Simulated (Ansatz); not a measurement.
System: GaH₂, charge 1, singlet. GaH2+ (SMILES [GaH2+]).
B3LYP-D3(BJ)/def2-TZVP minimum from Ansatz (a quantum-chemistry and plane-wave program):
```
Ga
H 1 1.5293
H 1 1.5293 2 180.00
```
Charge +1, spin multiplicity 1.

Total energies in cc-pV5Z, 4 correlated electrons, 14 frozen orbitals. Radicals and triplets start from unrestricted determinants; spin-orbit coupling is neglected. Correlated methods leave the cores frozen (noble-gas shells, and filled d and f shells in the p block). No relativity. The spin of H2Ga+ ([GaH2+], singlet) was assumed, and the state is the lowest solution found for it.

| method | program | energy (Eh) | minus CCSDT(Q) (mEh) |
|---|---|---|---|
| HF | Ansatz | -1924.16217 | 78.81 |
| MP2 | Ansatz | -1924.22578 | 15.19 |
| CCSD | Ansatz | -1924.23990 | 1.07 |
| CCSD(T) | Ansatz | -1924.24074 | 0.24 |
| CCSDT(Q) | Ansatz | -1924.24097 | 0.00 |
